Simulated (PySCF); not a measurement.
Mg(Me)(OSiH3) (CH6MgOSi), SMILES [O]([Mg][CH3])[SiH3].

Coordinates come from a PBE0-D3(BJ)/def2-SVP optimisation. The structure was generated by enumeration; whether it is a known compound was not checked. One conformer was computed; it need not be the lowest.

Two levels are set side by side: PBE/def2-TZVP (PySCF) and B3LYP/def2-TZVP (PySCF). Same geometry, gas phase. Differences are taken from unrounded values.

```
quantity                     B3LYP    PBE  PBE minus B3LYP
---------------------------  -----  -----  ---------------
orbital gap (eV)              6.02   4.63            -1.39
highest occupied level (eV)  -7.34  -6.39             0.95
lowest empty level (eV)      -1.33  -1.76            -0.43
dipole moment (D)             2.00   2.15             0.15
mean polarisability (bohr³)   66.5   70.3              3.7
```

Without exact exchange PBE keeps part of each electron's self-repulsion, which lifts occupied levels and narrows the gap. PBE's more diffuse valence density responds more strongly to a field. Differences between two approximate levels are no errors against the true value.

Rough cost on one machine, each run with all the roots and properties that it gave: B3LYP against PBE within a factor of 2.
